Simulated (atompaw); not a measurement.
# Reading a pseudo-wave (lanthanum (La))

Columns: radius, all-electron u(r) and pseudo u(r) of the 5p shell (level -34.92 eV) of lanthanum in the configuration [Kr] 4d10 4f0 5s2 5p6 5d1 6s0 6p0; PBE, scalar-relativistic, PAW (atompaw) scheme, atompaw 4.2.0.5.

| r (bohr) | all-electron | pseudo |
| --- | --- | --- |
| 0.115 | 0.0319 | 0.0103 |
| 0.231 | 0.2793 | 0.0410 |
| 0.346 | -0.0758 | 0.0899 |
| 0.462 | -0.3915 | 0.1553 |
| 0.577 | -0.4440 | 0.2327 |
| 0.692 | -0.2933 | 0.3185 |
| 0.808 | -0.0457 | 0.4091 |
| 0.923 | 0.2131 | 0.4984 |
| 1.038 | 0.4409 | 0.5826 |
| 1.154 | 0.6212 | 0.6583 |
| 1.269 | 0.7480 | 0.7207 |
| 1.385 | 0.8279 | 0.7683 |
| 1.500 | 0.8667 | 0.7984 |
| 1.615 | 0.8735 | 0.8111 |
| 1.731 | 0.8558 | 0.8065 |
| 1.846 | 0.8208 | 0.7864 |
| 1.962 | 0.7737 | 0.7526 |
| 2.077 | 0.7198 | 0.7086 |
| 2.192 | 0.6625 | 0.6575 |
| 2.308 | 0.6037 | 0.6020 |
| 2.423 | 0.5465 | 0.5461 |
| 2.538 | 0.4914 | 0.4914 |
| 2.654 | 0.4392 | 0.4392 |
| 2.769 | 0.3910 | 0.3910 |
| 2.885 | 0.3464 | 0.3464 |
| 3.000 | 0.3062 | 0.3062 |

Task: How many radial nodes do the two functions have?

Result: The all-electron 5p function has n − l − 1 = 3 (the table is too coarse to show those close to the nucleus); the pseudo-wave has 0, since the states of the same l below it are removed with the core.

Task: At about which radius was the pseudo-wave matched?

Result: 2.70 bohr. The columns agree to 0.0005 from 2.42 bohr on; several derivatives are matched, so the curves merge somewhat inside the radius.

Task: Where does each function peak?

Result: Outermost all-electron maximum near 1.61 bohr, pseudo maximum near 1.61 bohr (to the table’s step).

Task: Is the pseudo-wave norm-conserving?

Result: No, it belongs to a PAW set: the norm inside the radius is not constrained, and the difference is carried by the augmentation charge.
